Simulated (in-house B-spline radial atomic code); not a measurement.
**LC-wPBE excitations of K+**

Method: LC-wPBE. Computed with a B-spline radial code for spherical atoms: linear response of the closed shell [Ne] 3s2 3p6 with the functional's adiabatic kernel; scalar-relativistic (spin-free one-electron X2C), finite nucleus, no spin-orbit coupling, no double excitations, S, P, D and F terms only. Only terms of natural parity with L up to 3 were computed.

Command:
```bash
python run_td.py task.json out
```
Settings (radii: box in bohr, nucleus in fm):
```
Z                        19
electrons                18
configuration            [Ne] 3s2 3p6
hamiltonian              x2c
method                   lc_wpbe
box_radius               41.61
rms_radius               3.4349
intervals                75
```

Run time, properties included: 1.9 s on 1 thread of Arm Neoverse N1, on a shared host.

The lowest states, in the order of their Tamm-Dancoff energies; the method's threshold (minus the highest occupied level) is 29.926 eV. Labels give the largest channel, * marks a mixed state, and oscillator strengths are full-response dipole values. Semilocal kernels can invert the small singlet-triplet splittings of Rydberg terms. Energies in eV:

```tsv
state	full response	Tamm-Dancoff	oscillator strength
3p → 4s 3P	19.236	19.247	-
3p → 4s 1P	19.582	19.591	0.372
3p → 3d 3P	20.079	20.147	-
3p → 3d 3F	20.245	20.362	-
3p → 4p 3S	21.588	21.601	-
3p → 3d 1F	21.694	21.702	-
3p → 4p 3D	21.896	21.902	-
3p → 4p 1D	?	?	-
3p → 4p 1S	22.820	22.912	-
3p → 3d 1P	23.832	23.978	1.17
3p → 5s 3P	24.834	24.837	-
3p → 5s 1P	24.933	24.935	0.109
3p → 4d 3P	25.166	25.175	-
3p → 4d 3F	?	?	-
3p → 4d 1F	25.491	25.493	-
3p → 5p 3S	25.677	25.682	-
```

(1) Where does 3p → 4p 1D lie?

(2) Where does 3p → 4d 3F lie?

(3) How large is the singlet-triplet splitting of 3p → 4s (P terms) in Tamm-Dancoff?

(4) What polarisabilities and dispersion coefficient does the method give?

Results:

(1) At 22.057 eV in full response, 22.060 eV in Tamm-Dancoff.

(2) At 25.217 eV in full response, 25.231 eV in Tamm-Dancoff.

(3) 0.344 eV, from the unrounded values.

(4) Dipole 5.6 bohr³, quadrupole 17.43 bohr⁵, C6 23.94 hartree·bohr⁶ for two such species.
